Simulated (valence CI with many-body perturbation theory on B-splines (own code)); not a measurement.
## Bi⁷⁶⁺: one-electron terms

Calculated by valence CI with perturbative core correlation (CI+MBPT): five valence electrons over a frozen Dirac-Fock core [He], a basis of 9 s, 9 p, 8 d, 6 f, 3 g, 1 h functions for each j, with the one-electron correlation potential Σ1 (screened to all orders), the two-electron term Σ2, the three-electron term Σ3, Breit, model QED; selected single and double excitations, second order for the rest (own B-spline code, finite nucleus).

No measured spectrum was set against this ion. As an estimate, large intervals hold to a few tenths of a per cent, small ones and those within an open d or f shell to about a per cent. Among the levels kept, up to 1200 cm⁻¹ of a level comes from second order outside the variational space, and about a tenth of that is noise between levels of different J, which matters for small intervals.

These are the spectroscopic orbitals of the CI (the correlating ones are not listed), shaped by the core and the other valence electrons. h is the expectation value of the core's Dirac-Fock operator, without the valence repulsion; Σ1 is computed up to l = 3 at one energy for each symmetry, that of its lowest orbital but kept below the first core excitation, so for empty shells it is not the orbital's own correlation shift; Breit and QED include the response of the core.

| Orbital | h (hartree) | Σ1 (cm⁻¹) | Breit (cm⁻¹) | QED (cm⁻¹) | ⟨r⟩ (bohr) |
| --- | --- | --- | --- | --- | --- |
| 2s1/2 | -944.65 | -1663 | 186894 | 242366 | 0.06401 |
| 3s1/2 | -406.71 | -425 | 50696 | 68908 | 0.1519 |
| 4s1/2 | -223.7 | -167 | 19760 | 27939 | 0.2792 |
| 5s1/2 | -140.99 | -82.6 | 9789 | 13951 | 0.4452 |
| 2p1/2 | -935.77 | -5112 | 378638 | 20477 | 0.05224 |
| 3p1/2 | -404.22 | -1191 | 98160 | 4265 | 0.1410 |
| 4p1/2 | -222.68 | -460 | 37901 | 1634 | 0.2691 |
| 5p1/2 | -140.48 | -225 | 18685 | 799 | 0.4359 |
| 2p3/2 | -840.77 | -2573 | 109636 | 38191 | 0.06065 |
| 3p3/2 | -375.95 | -611 | 31034 | 10081 | 0.1531 |
| 4p3/2 | -210.88 | -239 | 16177 | 4075 | 0.2851 |
| 5p3/2 | -134.5 | -118 | 8152 | 2043 | 0.4558 |
| 3d3/2 | -375.07 | -270 | 3341 | -149 | 0.1290 |
| 4d3/2 | -210.51 | -119 | 1848 | 112 | 0.2616 |
| 5d3/2 | -134.31 | -61.8 | 879 | 92.0 | 0.4331 |
| 3d5/2 | -367.57 | -214 | 1056 | 2993 | 0.1329 |
| 4d5/2 | -207.32 | -93.4 | 587 | 1416 | 0.2664 |
| 5d5/2 | -132.67 | -48.4 | 272 | 756 | 0.4389 |
| 4f5/2 | -207.19 | -20.0 | 18.5 | -355 | 0.2289 |
| 5f5/2 | -132.61 | -11.5 | 15.4 | -170 | 0.4017 |
| 4f7/2 | -205.68 | -18.2 | 5.6 | 337 | 0.2314 |
| 5f7/2 | -131.83 | -10.4 | 4.7 | 185 | 0.4046 |
| 5g7/2 | -131.82 |  | 0.1 | -117 | 0.3531 |
| 5g9/2 | -131.36 |  | 0.0 | 93.4 | 0.3550 |

Among the shells of the start configuration 2s2 2p3, Σ1 is largest in size for 2p1/2, where it is 0.0025 % of h.

Lowest root of each symmetry, sizes in configuration state functions:

| J | Parity | Roots | Reference | Variational | Second order | Change by selected CI (cm⁻¹) | Change by second order (cm⁻¹) |
| --- | --- | --- | --- | --- | --- | --- | --- |
| 1/2 | even | 12 | 61 | 39997 | 114504 | -50951 | -45 |
| 3/2 | even | 15 | 85 | 39992 | 199592 | -51365 | -394 |
| 5/2 | even | 12 | 75 | 39997 | 236166 | -43074 | -517 |
| 7/2 | even | 5 | 40 | 40000 | 187329 | -41001 | -434 |
| 9/2 | even | 2 | 18 | 39271 | 89441 | -39644 | -20 |
| 1/2 | odd | 11 | 66 | 39996 | 133613 | -42313 | -62 |
| 3/2 | odd | 16 | 100 | 39999 | 216856 | -44855 | -226 |
| 5/2 | odd | 10 | 85 | 39992 | 269880 | -39728 | -506 |
| 7/2 | odd | 5 | 54 | 39997 | 258388 | -37993 | -385 |
| 9/2 | odd | 2 | 22 | 39996 | 132113 | -32245 | -40 |
